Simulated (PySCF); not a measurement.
# C₆ coefficients of unlike pairs at wB97X-V

Calculated with PySCF 2.14 from the dipole response of each species, C₆(A,B) = (3/π) ∫ α_A(iu) α_B(iu) du, in atomic units, from isotropic polarisabilities. For ions this is the dispersion term alone; charge-induced terms of lower order in 1/R come first.

```csv
species,configuration,basis,relativity,α (bohr³),C₆ (like pair)
I,[Kr] 4d10 5s2 5p5 (2P),aug-cc-pwCVDZ-PP with ECP28MDF (6s5p4d1f),core potential,31.15,340.1
Au,[Xe] 4f14 5d10 6s1 (2S),"aug-cc-pVTZ-PP with one added diffuse shell each of s, p, d, f, g type with ECP60MDF (7s7p6d4f3g)",core potential,39.17,358.5
Br,[Ar] 3d10 4s2 4p5 (2P),"x2c-TZVPPall with one added diffuse shell each of s, p, d type (7s6p5d1f)",spin-free X2C,21.05,169.1
Fe⁺,[Ar] 3d6 4s1 (6D),"x2c-TZVPPall with one added diffuse shell each of s, p, d, f type (7s6p5d3f1g)",spin-free X2C,28.98,148.3
```

Estimate C₆ for Au with I.

The integral gives 345.7. The combination rule 2 C_A C_B / (C_A α_B/α_A + C_B α_A/α_B) gives 342.1 and the geometric mean 349.1.

No spin-orbit coupling is included.

The other pairs:

```csv
pair,C₆
"Fe⁺, Au",227.9
"Fe⁺, Br",151.0
"Br, Au",242.6
"Br, I",239.5
"Fe⁺, I",216.4
```
